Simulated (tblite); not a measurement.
Species: C5H7F2NO2.
SMILES with atom numbers: `[CH3:1]/[N:2]=[CH:3]\[C@@H:4]1[O:5][C@H:6]1[O:7][CH:8]([F:9])[F:10]` (hydrogens: H11, H12, H13 on C1; H14 on C3; H15 on C4; H16 on C6; H17 on C8)

Structure used (GFN2-xTB), in Å, numbered top down from 1:
```
atom  x, y, z in Å
C1    -2.105   -0.186   -1.794
N2    -2.526   -0.123   -0.430
C3    -1.747   -0.158    0.550
C4    -0.262   -0.293    0.556
O5     0.365   -0.399    1.827
C6     0.580    0.767    1.140
O7     1.854    1.072    0.668
C8     2.708    0.036    0.468
F9     2.563   -0.484   -0.781
F10    3.957    0.503    0.530
H11   -2.503   -1.109   -2.219
H12   -1.025   -0.140   -1.959
H13   -2.587    0.643   -2.314
H14   -2.191   -0.082    1.537
H15    0.183   -0.920   -0.212
H16    0.137    1.678    1.529
H17    2.590   -0.791    1.191
```

Computed with GFN2-xTB (tblite): harmonic, unscaled wavenumbers at the GFN2-xTB geometry, gas phase. This tight-binding method is rough: wavenumbers can miss measured ones by several per cent, in bad cases by 10 to 20. One conformer, not necessarily the lowest.

Harmonic wavenumbers (cm⁻¹): 33.6, 45.5, 62.7, 91.8, 131.6, 201.7, 216.7, 289.3, 362.8, 432.1, 472.5, 509.7, 561.9, 600.9, 672.5, 839.6, 912.9, 976.3, 985.8, 1001.9, 1022.6, 1038.5, 1061.8, 1089.7, 1091.1, 1106.1, 1137.1, 1148.1, 1242.2, 1262.4, 1274.0, 1287.0, 1314.1, 1384.5, 1423.5, 1452.2, 1471.6, 1751.7, 2885.9, 2946.3, 2988.7, 3007.4, 3009.8, 3027.7, 3042.4.

A = 2801, B = 669.1, C = 586.5 MHz; mass 151.044 u (most abundant isotopes); point group C1, symmetry number 1.

What is the zero-point energy?

½Σν̃ = 26434 cm⁻¹ = 75.58 kcal/mol.

What is S at 298.15 K and 1 bar for an ideal gas of classical rigid rotors and harmonic oscillators?

Translation 40.97, rotation 30.06, vibration 33.10: S = 104.1 cal/(mol K).

And Cp and H(298.15 K) − H(0)?

Cp = 37.43 cal/(mol K), of which vibrations give 29.48 (their classical limit is 45 R = 89.4); H(298.15 K) − H(0) = 7.12 kcal/mol without the zero-point energy, 4.75 from vibrations.

Which modes carry the vibrational entropy at 298.15 K?

33.6 cm⁻¹: 5.60; 45.5 cm⁻¹: 5.00; 62.7 cm⁻¹: 4.37; 91.8 cm⁻¹: 3.62; 131.6 cm⁻¹: 2.92; 201.7 cm⁻¹: 2.12 cal/(mol K); the other 39 give 9.46 together.

What must be added to the electronic energy to get the Gibbs energy at 298.15 K and 1 bar?

ZPE + [H(298.15 K) − H(0)] − T·S = 75.58 + 7.12 − 31.05 = 51.65 kcal/mol.

Blend soft modes into free rotors: weight 1/[1 + (100 cm⁻¹/ν̃)⁴] for the oscillator and the rest for a rotor with moment μB/(μ + B), μ = h/(8π²ν), B = 10⁻⁴⁴ kg m². What vibrational entropy results?

28.77 cal/(mol K) in place of 33.10, which changes −T·S at 298.15 K by +1.29 kcal/mol.

How do the functions run with temperature in this model?

| T (K) | S (cal/(mol K)) | Cp (cal/(mol K)) | H − H(0) (kcal/mol) | G − H(0) (kcal/mol) | ln q(vib) |
| --- | --- | --- | --- | --- | --- |
| 150 | 83.6 | 24.3 | 2.57 | -9.96 | 4.42 |
| 250 | 97.9 | 32.9 | 5.43 | -19.06 | 7.33 |
| 400 | 116.4 | 46.7 | 11.41 | -35.17 | 11.32 |
| 600 | 138.3 | 60.9 | 22.27 | -60.69 | 16.36 |
| 900 | 165.6 | 73.7 | 42.65 | -106.42 | 23.34 |

q(vib) and H(0) count from the zero-point level.

Hindered rotation and anharmonicity are outside this model. Other conformers, if any are populated, would add a mixing term that is left out. The structure is chiral; the term R ln 2 for an equal mix with its mirror image is left out.
